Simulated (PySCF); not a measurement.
CuI, singlet, geometry from GFN2-xTB (such geometries of metal compounds can be far from the true shape) (core potentials on I). Base run: DF-SCAN/def2-TZVP in PySCF.

Here is a job for PySCF.
```python
from pyscf import gto, scf, dft

mol = gto.Mole()
mol.atom = '''
    Cu   -0.000000   -0.000000   -1.554080
    I     0.000000    0.000000    0.850346
'''
mol.basis = 'def2-tzvp'
mol.ecp = {'I': 'def2-tzvp'}
mol.charge = 0
mol.spin = 0
mol.verbose = 3
mol.build()

mf = dft.RKS(mol)
mf.xc = 'scan'
mf = mf.density_fit(auxbasis='def2-universal-jkfit')
mf.kernel()
```

The base run was repeated with changes; each row names its change, and settings that it needs were set with it.

```
change                               ΔE vs base (mEh)  grid points  electrons on the grid
-----------------------------------  ----------------  -----------  ---------------------
base                                            0.000        42600               54.00000
grids.atom_grid = (150, 974)                   -6.448       142032               54.00000
small_rho_cutoff = 0                            0.000        42600               54.00000
grids.radi_method = mura_knowles              -13.552        37696               54.00000
grids.radi_method = delley                     -9.470        40792               54.00000
grids.atom_grid = (75, 302)                     1.834        26152               53.99999
grids.becke_scheme = stratmann                  0.001        42600               54.00000
grids.atom_grid = (30, 110)                     195.9         4848               53.99873
grids.level = 2                                 2.502        27088               53.99999
grids.level = 0                                 159.3         5256               53.99868
grids.radi_method = gauss_chebyshev            -3.887        41016               54.00000
```
